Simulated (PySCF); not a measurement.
C7H8P2.
Z-matrix (Å and degrees, PBE0-D3(BJ)/def2-SVP geometry), rows numbered from 1:
```
C 
C   1  1.3871
P   2  1.7338  1  129.78
C   3  1.7638  2  103.70  1    -0.12
C   4  1.4892  3  117.56  2  -179.77
C   5  1.5123  4  121.51  3    37.98
C   6  1.4877  5   60.45  4  -110.71
C   4  1.3930  3  124.99  2     0.16
P   1  1.7351  2  127.52  3     0.04
H   1  1.0976  2  117.34  3  -179.98
H   2  1.0979  1  116.96  3   179.95
H   5  1.0949  4  113.22  3  -177.77
H   6  1.0930  5  117.48  7  -109.67
H   6  1.0948  5  116.55  7   108.50
H   7  1.0930  5  117.46  6   109.69
H   7  1.0949  5  116.65  6  -108.47
H   8  1.0993  4  115.68  3   179.87
```

Level: PBE0/pcSseg-1 and CAM-B3LYP/def2-SVPD in PySCF, non-relativistic, on one gas-phase PBE0-D3(BJ)/def2-SVP geometry that isn't relaxed in the solvent. The solvent is an IEF-PCM continuum (van der Waals radii × 1.2). Specific hydrogen bonds and non-electrostatic terms are outside this model.

Gas phase at PBE0/pcSseg-1: HOMO -6.82 eV, LUMO -2.29 eV, dipole 1.01 D.

What does the continuum do to the energy, the frontier levels and the dipole at PBE0/pcSseg-1 in benzene and dichloromethane?

```tsv
solvent	ε	E(solvent) − E(gas) (kcal/mol)	polarisation term (kcal/mol)	distortion of the solute (kcal/mol)	HOMO (eV)	LUMO (eV)	dipole (D)
benzene	2.271	-1.51	-1.59	0.08	-6.80	-2.29	1.14
dichloromethane	8.93	-2.96	-3.29	0.33	-6.82	-2.32	1.24
```

The first energy column is the sum of the next two and covers electrostatics alone. From benzene to dichloromethane the lowering changes by a factor 1.97, Onsager's factor (ε − 1)/(2ε + 1) by 1.83 and ε itself by 3.9.

Which radius a makes the point-dipole formula ΔE = −[(ε − 1)/(2ε + 1)]·μ²/a³ give the value in dichloromethane, with the gas-phase dipole?

μ = 0.396 au and |ΔE| = 0.00471 Eh give a = 1.27 Å; the farthest nucleus lies 4.29 Å from the centroid of the nuclei, so such a sphere wouldn't even hold the nuclei. The formula assumes a rigid point dipole at the centre of a sphere.

Which Hirshfeld charges (PBE0/pcSseg-1) respond most in benzene (means over atoms taken as equivalent)?

| atoms | environment | gas (e) | solvent (e) | change |
| --- | --- | --- | --- | --- |
| P9 | phosphorus bonded to 2 C | +0.098 | +0.088 | -0.010 |
| P3 | phosphorus bonded to 2 C | +0.103 | +0.097 | -0.006 |
| H17 | aromatic hydrogen | +0.041 | +0.045 | +0.004 |
| H11 | aromatic hydrogen | +0.047 | +0.051 | +0.004 |
| H10 | aromatic hydrogen | +0.046 | +0.050 | +0.004 |
| H12 | methine hydrogen | +0.048 | +0.051 | +0.003 |
| H13/H15 | methylene hydrogen | +0.053 | +0.055 | +0.002 |
| C4 | substituted aromatic carbon | -0.036 | -0.037 | -0.001 |
| C5 | benzylic-type carbon | -0.046 | -0.046 | 0.000 |
| C6/C7 | three-membered-ring carbon | -0.085 | -0.086 | -0.001 |
| C8 | aromatic CH carbon | -0.110 | -0.110 | 0.000 |
| C2 | aromatic CH carbon | -0.100 | -0.100 | 0.000 |

Gas phase at CAM-B3LYP/def2-SVPD: HOMO -7.79 eV, LUMO -1.23 eV, dipole 0.94 D.

What does the continuum do to the energy, the frontier levels and the dipole at CAM-B3LYP/def2-SVPD in benzene?

| solvent | ε | E(solvent) − E(gas) (kcal/mol) | polarisation term (kcal/mol) | distortion of the solute (kcal/mol) | HOMO (eV) | LUMO (eV) | dipole (D) |
| --- | --- | --- | --- | --- | --- | --- | --- |
| benzene | 2.271 | -1.40 | -1.49 | 0.09 | -7.76 | -1.21 | 1.07 |

How does the static polarisability (CAM-B3LYP/def2-SVPD, frozen core, with the continuum's full static response) change?

```tsv
medium	isotropic (au)	principal values (au)	⟨r²⟩ of the electrons (bohr²)
gas	131.4	85.7, 134.0, 174.3	1701.9
benzene	157.5	99.8, 162.7, 210.0	1701.5
```

The isotropic value in benzene is 1.20 times the gas-phase one; no cavity-field correction is applied. ⟨r²⟩ is taken about the centre of nuclear charge.
